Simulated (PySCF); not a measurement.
## Spinor energies of Ru²⁺ (ruthenium, charge +2)

Start: [Kr] 4d5 5p1; 4d5/2 filled at m_j = -3/2, -1/2, +1/2, +3/2, +5/2; 5p3/2 filled at m_j = +3/2. Calculated with PySCF 2.14 in x2c-TZVPall-2c (8s9p7d1f, 77 functions): generalised Hartree-Fock with the X2C-1e Hamiltonian and a Gaussian nucleus; one run each with spin-orbit coupling (SO) switched off, then screened by Boettger's factors. This is a chosen level, not necessarily the ground level.

```csv
spinor shell,electrons,"ε, spin-free (eV)","ε, screened SO (eV)",weight of nominal j (screened SO),"rms radius, screened SO (bohr)"
1s1/2,2,-22261.3,-22260.0,1.000,0.0384
2s1/2,2,-3303.4,-3303.0,1.000,0.158
2p1/2,2,-2954.6,-3045.1,1.000,0.137
3s1/2,2,-637.94,-637.87,1.000,0.428
3p1/2,2,-520.31,-536.28,1.000,0.425
3p3/2,4,-520.31,-512.88,1.000,0.435
3d3/2,4,-331.14,-334.05,0.957,0.417
3d5/2,6,-331.14,-329.17,0.971,0.420
4s1/2,2,-119.53,-119.55,1.000,1.08
4p1/2,2,-83.595,-90.141,0.661,1.19
4p3/2,4,-83.595,-80.458,0.831,1.19
4d5/2,5,-37.480,-37.511,0.571,1.56
5p3/2,1,-18.110,-17.989,1.000,3.45
```

Task: Where does 2p3/2 lie, and what is the 2p spin-orbit splitting (screened SO)?

Result: At -2912.5 eV, 132.62 eV above 2p1/2.

| quantity | spin-free | screened SO |
| --- | --- | --- |
| E (hartree) | -4526.57895 | -4527.21783 |
| M_J | 4 | 4 |
| ⟨J²⟩ | 20.002 | 20.002 |
| ⟨L²⟩ | 2.002 | 2.038 |
| ⟨S²⟩ | 12.001 | 11.972 |

Each row is a mean over spinors that exchange with the open shell spreads, by up to 11.390 eV (4p3/2).

Rows whose weight is well below 1 are mixtures of j = l ± 1/2: exchange outweighs spin-orbit coupling there, and the label is only the starting occupation.

Breit and QED terms are absent; they matter most for the inner s and p1/2 levels.

Densities and radii are taken from the X2C orbitals without a picture-change correction, which distorts them close to the nucleus.

Without spin-orbit coupling the j labels of p, d and f shells carry no meaning; the spin-free column gives the mean over the occupied spinors of each nl shell.
